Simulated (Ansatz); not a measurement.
`[NH2][Cr](=[O])(=[O])[Cl]` + HCl → `[O]=[Cr](=[O])([Cl])[Cl]` + NH₃ at 400 K and 1 bar (ligand exchange at a Cr–N bond).

Computed with Ansatz on PBE0-D4/def2-TZVP structures; ΔE is electronic, products minus reactants. CCSD(T)/CBS adds triple-zeta CCSD(T) − MP2 to the extrapolated MP2 energy (def2 sets, frozen cores). This one scheme is used for every species. For Cr outer-core shells are correlated without core-valence functions, which leaves a few kJ/mol of doubt a bond. Scalar relativity is left out up to krypton. Each species was taken in one conformer, which may not be the lowest.

```tsv
species	CCSD(T)/CBS energy (Eh)	H − E (kJ/mol)	S (J/(mol·K))
`[NH2][Cr](=[O])(=[O])[Cl]`	-1710.00232	120.3	359.4
HCl	-460.38127	29.6	195.4
`[O]=[Cr](=[O])([Cl])[Cl]`	-2113.88413	53.6	351.2
NH₃	-56.50880	104.2	203.1
```

H − E and S are ideal-gas, rigid-rotor, harmonic terms from PBE0-D4/def2-TZVP, for one conformer and one mirror image of each species. 1 Eh = 2625.50 kJ/mol, R = 8.31446 J/(mol·K).

Q: By hand: ΔE, ΔH, ΔS and ΔG.

A: ΔE = (-2113.88413) + (-56.50880) − (-1710.00232) − (-460.38127) = -0.00934 Eh = -24.5 kJ/mol. Δ(H − E) = 53.6 + 104.2 − 120.3 − 29.6 = 7.9, so ΔH = -16.6 kJ/mol. ΔS = 351.2 + 203.1 − 359.4 − 195.4 = -0.5 J/(mol·K). ΔG = -16.6 − 400 × (-0.5)/1000 = -16.4 kJ/mol.

Q: By hand: the equilibrium constant, and the temperature at which ΔG would vanish if ΔH and ΔS stayed fixed.

A: log₁₀ K = −ΔG/(RT ln 10) = 2.1. ΔG = 0 at ΔH/ΔS = 33200 K, far beyond where these terms or the molecules hold.

The number of gas molecules stays the same, so ΔS is small and ΔH decides. A doubt of 5 kJ/mol in ΔE shifts log₁₀ K by 0.7 here. Other conformers and mirror images would add mixing entropy, several J/(mol·K) or more a flexible species. These are equilibria of isolated gas molecules and say nothing of rates. Largest T1 diagnostic: 0.035 (customary marks: 0.02 for closed shells, 0.045 for open ones).
